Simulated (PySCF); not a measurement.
Sn(H)2(NH2)2 (H₆N₂Sn), SMILES [NH2][SnH2][NH2]. Atoms are numbered in the order given.

```xyz
9

Sn    -0.0296     0.2846     0.0493
N      1.7684    -0.5687    -0.3937
N     -1.4790    -1.1593     0.1600
H      0.0565     0.9522     1.6224
H     -0.2868     1.4629    -1.1778
H      1.9240    -1.4391     0.1122
H      1.8811    -0.7708    -1.3853
H     -2.2711    -0.8902     0.7411
H     -1.8497    -1.4495    -0.7429
```
Charge 0, spin multiplicity 1.

The structure is a stationary point at PBE0-D3(BJ)/def2-SVP. The def2 effective core potentials stand for the cores of Sn; spin–orbit coupling is left out. Other conformers were not sampled.

Method: PySCF 2.14.0 with TDDFT-ωB97X/def2-SVPD.

Vertical excitations. 

Computed UV-visible absorptions:
```csv
state,energy (eV),λ (nm),f,main pairs
S1,6.27,198,0.063,"HOMO→LUMO 57 %, HOMO→LUMO+2 11 %, HOMO−1→LUMO+1 10 %, HOMO→LUMO+1 9 %"
S2,6.41,193,0.085,"HOMO−1→LUMO 42 %, HOMO−1→LUMO+2 16 %, HOMO−1→LUMO+1 14 %, HOMO→LUMO+1 12 %"
S3,7.16,173,0.012,HOMO→LUMO+1 62 %
S4,7.39,168,0.034,"HOMO→LUMO+2 30 %, HOMO→LUMO 22 %, HOMO−1→LUMO 16 %, HOMO→LUMO+3 8 %"
S5,7.48,166,0.024,"HOMO→LUMO+2 39 %, HOMO−1→LUMO+2 20 %, HOMO−1→LUMO 19 %, HOMO−1→LUMO+1 6 %"
S6,7.67,162,0.052,"HOMO−1→LUMO+2 41 %, HOMO−1→LUMO+1 35 %"
S7,8.27,150,0.019,"HOMO→LUMO+4 61 %, HOMO−1→LUMO+4 20 %"
S8,8.29,150,0.040,"HOMO−1→LUMO+3 28 %, HOMO−1→LUMO+4 22 %, HOMO→LUMO+3 14 %, HOMO−2→LUMO+1 9 %"
S9,8.32,149,0.003,"HOMO−1→LUMO+4 45 %, HOMO→LUMO+3 20 %, HOMO→LUMO+4 18 %"
S10,8.39,148,0.047,"HOMO−2→LUMO+1 25 %, HOMO→LUMO+3 24 %, HOMO−1→LUMO+3 13 %, HOMO−2→LUMO 8 %"
T1,5.76,215,0,"HOMO→LUMO 35 %, HOMO→LUMO+2 20 %, HOMO→LUMO+1 16 %, HOMO−1→LUMO+1 14 %"
T2,5.90,210,0,"HOMO−1→LUMO 31 %, HOMO−1→LUMO+2 28 %, HOMO→LUMO+1 13 %, HOMO→LUMO+2 7 %"
T3,6.86,181,0,"HOMO→LUMO 31 %, HOMO→LUMO+1 23 %, HOMO−1→LUMO+1 18 %, HOMO−1→LUMO 8 %"
T4,7.07,175,0,"HOMO−1→LUMO+1 40 %, HOMO→LUMO+2 19 %, HOMO→LUMO+1 10 %, HOMO−1→LUMO+3 7 %"
```
Triplets are in the Tamm–Dancoff approximation, which puts them higher than full response would, so one can lie above its singlet here.
